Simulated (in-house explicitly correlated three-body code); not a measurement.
Computed with an exponentially correlated three-body code. Model: two electrons around a point charge, non-relativistic, variational in 260 exponentially correlated functions (energies converged to about 1e-7 hartree, or 1e-8 relative for large Z).

Command:
```bash
python run_hyl.py task.json out
```
Settings (lengths in bohr, energies in hartree):
```
Z                      12
screening              0.024
interaction_strength   1
functions              260
states_tried           13
```

Run time, properties included: 46 s on 1 thread of Intel(R) Xeon(R) Platinum 8488C (Sapphire Rapids) (shared host).

**Those bound S and P states to n = 4 that converged, binding against the one-electron ion.**

Given: nuclear charge 12; Yukawa screening of all interactions 0.024 1/bohr.

Computed: one-electron threshold -71.7124314 hartree.

| term | energy (hartree) | binding (eV) |
| --- | --- | --- |
| 1 1S | -136.105784 | 1752.2 |
| 2 3S | -87.242775 | 422.6 |
| 2 3P | -86.8155537 | 410.98 |
| 2 1S | -86.7819685 | 410.06 |
| 2 1P | ? | ? |
| 3 3S | -78.3600487 | 180.89 |
| 3 3P | -78.2425835 | 177.69 |
| 3 1S | -78.2383982 | 177.58 |
| 3 1P | -78.1524576 | 175.24 |
| 4 3S | -75.3129565 | 97.975 |
| 4 3P | ? | ? |
| 4 1S | -75.2637205 | 96.635 |
| 4 1P | -75.227648 | 95.654 |

(1) What belongs in the row 2 1P?

(2) What belongs in the row 4 3P?

**Converged states only, values per electron or pair (inverse distances are <exp(-kr)/r>).**

| term | mean r (bohr) | mean r squared (bohr²) | mean inverse r (1/bohr) | mean r12 (bohr) | mean inverse r12 (1/bohr) | mean cosine | mean p1 dot p2 (bohr⁻²) | delta r1 (bohr⁻³) | delta r12 (bohr⁻³) |
| --- | --- | --- | --- | --- | --- | --- | --- | --- | --- |
| 1 1S | 0.12905 | 0.022296 | 11.664 | 0.1897 | 7.1628 | -0.011078 | 1.4833 | 520.11 | 58.314 |
| 2 3S | 0.32469 | 0.17062 | 7.382 | 0.54544 | 2.1351 | -0.0037747 | 0.11485 | 304.67 | - |
| 2 3P | 0.28569 | 0.13006 | 7.3631 | 0.47625 | 2.5343 | -0.07376 | -9.5462 | 273.29 | - |
| 2 1S | ? | ? | ? | ? | ? | ? | ? | ? | ? |
| 2 1P | ? | ? | ? | ? | ? | ? | ? | ? | ? |
| 3 3S | 0.66037 | 0.82213 | 6.5958 | 1.2046 | 1.0355 | -0.0012754 | 0.033956 | 283.62 | - |
| 3 3P | 0.62479 | 0.73896 | 6.5905 | 1.1354 | 1.1429 | -0.017526 | -2.205 | 274.59 | - |
| 3 1S | 0.67041 | 0.85009 | 6.59 | 1.2232 | 1.1405 | -0.0019182 | 0.041928 | 283.33 | 3.0374 |
| 3 1P | 0.63259 | 0.75937 | 6.586 | 1.1468 | 1.2148 | 0.013531 | 2.27 | 275.07 | 0.95185 |
| 4 3S | 1.1329 | 2.588 | 6.3234 | 2.1457 | 0.59677 | -0.00055658 | 0.01426 | 278.61 | - |
| 4 3P | 1.1007 | 2.4555 | 6.3212 | 2.082 | 0.64048 | -0.0068756 | -0.8561 | 274.85 | - |
| 4 1S | 1.1463 | 2.6535 | 6.321 | 2.1719 | 0.6392 | -0.00082695 | 0.018101 | 278.5 | 1.2678 |
| 4 1P | 1.111 | 2.5045 | 6.3193 | 2.1011 | 0.67024 | 0.0052863 | 0.89713 | 275.03 | 0.4102 |

(3) What belongs in the row 2 1S?

(4) What belongs in the row 2 1P?

**Electric-dipole lines between converged S and P states, rate of the upper state's decay.**

```json
{"s state": "1 1S", "p state": "2 1P", "p minus s (eV)": "1350.2", "oscillator strength from s": "0.74121", "rate (1/s)": "1.9545e+13"}
{"s state": "1 1S", "p state": "3 1P", "p minus s (eV)": "1577", "oscillator strength from s": "0.15093", "rate (1/s)": "5.4291e+12"}
{"s state": "1 1S", "p state": "4 1P", "p minus s (eV)": "1656.6", "oscillator strength from s": "0.05635", "rate (1/s)": "2.2367e+12"}
{"s state": "2 1S", "p state": "2 1P", "p minus s (eV)": "8.0466", "oscillator strength from s": "0.044116", "rate (1/s)": "4.1316e+07"}
{"s state": "2 1S", "p state": "3 1P", "p minus s (eV)": "234.82", "oscillator strength from s": "0.39444", "rate (1/s)": "3.1459e+11"}
{"s state": "2 1S", "p state": "4 1P", "p minus s (eV)": "314.41", "oscillator strength from s": "0.096764", "rate (1/s)": "1.3835e+11"}
{"s state": "3 1S", "p state": "2 1P", "p minus s (eV)": "-224.44", "oscillator strength from s": "-0.051122", "rate (1/s)": "1.1174e+11"}
{"s state": "3 1S", "p state": "3 1P", "p minus s (eV)": "?", "oscillator strength from s": "?", "rate (1/s)": "?"}
{"s state": "3 1S", "p state": "4 1P", "p minus s (eV)": "81.927", "oscillator strength from s": "0.43262", "rate (1/s)": "4.1999e+10"}
{"s state": "4 1S", "p state": "2 1P", "p minus s (eV)": "?", "oscillator strength from s": "?", "rate (1/s)": "?"}
{"s state": "4 1S", "p state": "3 1P", "p minus s (eV)": "-78.607", "oscillator strength from s": "-0.11694", "rate (1/s)": "3.1354e+10"}
{"s state": "4 1S", "p state": "4 1P", "p minus s (eV)": "0.98158", "oscillator strength from s": "0.10768", "rate (1/s)": "1.5006e+06"}
{"s state": "2 3S", "p state": "2 3P", "p minus s (eV)": "11.625", "oscillator strength from s": "0.060966", "rate (1/s)": "1.1917e+08"}
{"s state": "2 3S", "p state": "3 3P", "p minus s (eV)": "244.91", "oscillator strength from s": "0.37727", "rate (1/s)": "3.273e+11"}
{"s state": "2 3S", "p state": "4 3P", "p minus s (eV)": "325.94", "oscillator strength from s": "0.09392", "rate (1/s)": "1.4432e+11"}
{"s state": "3 3S", "p state": "2 3P", "p minus s (eV)": "-230.09", "oscillator strength from s": "-0.052366", "rate (1/s)": "1.2029e+11"}
{"s state": "3 3S", "p state": "3 3P", "p minus s (eV)": "3.1964", "oscillator strength from s": "0.1023", "rate (1/s)": "1.5118e+07"}
{"s state": "3 3S", "p state": "4 3P", "p minus s (eV)": "84.232", "oscillator strength from s": "0.41404", "rate (1/s)": "4.249e+10"}
{"s state": "4 3S", "p state": "2 3P", "p minus s (eV)": "-313", "oscillator strength from s": "-0.011265", "rate (1/s)": "4.7887e+10"}
{"s state": "4 3S", "p state": "3 3P", "p minus s (eV)": "-79.719", "oscillator strength from s": "-0.12171", "rate (1/s)": "3.3563e+10"}
{"s state": "4 3S", "p state": "4 3P", "p minus s (eV)": "1.3164", "oscillator strength from s": "0.14148", "rate (1/s)": "3.546e+06"}
```

(5) What belongs in the row 3 1S 3 1P?

(6) What belongs in the row 4 1S 2 1P?

**Static dipole response.**

| state | polarisability (bohr³) |
| --- | --- |
| 1 1S | 0.0004911 |
| 2 1S | 0.51193 |
| 2 3S | 0.34067 |

## Answers

(1) energy (hartree): -86.4862602; binding (eV): 402.02.

(2) energy (hartree): -75.2645805; binding (eV): 96.659.

(3) mean r (bohr): 0.33159; mean r squared (bohr²): 0.17936; mean inverse r (1/bohr): 7.3601; mean r12 (bohr): 0.55278; mean inverse r12 (1/bohr): 2.5312; mean cosine: -0.0059903; mean p1 dot p2 (bohr⁻²): 0.13144; delta r1 (bohr⁻³): 303.31; delta r12 (bohr⁻³): 10.463.

(4) mean r (bohr): 0.2912; mean r squared (bohr²): 0.13594; mean inverse r (1/bohr): 7.3462; mean r12 (bohr): 0.46774; mean inverse r12 (1/bohr): 2.787; mean cosine: 0.05702; mean p1 dot p2 (bohr⁻²): 9.2803; delta r1 (bohr⁻³): 275.42; delta r12 (bohr⁻³): 2.9648.

(5) p minus s (eV): 2.3386; oscillator strength from s: 0.076948; rate (1/s): 6.0868e+06.

(6) p minus s (eV): -305.38; oscillator strength from s: -0.011199; rate (1/s): 4.5317e+10.
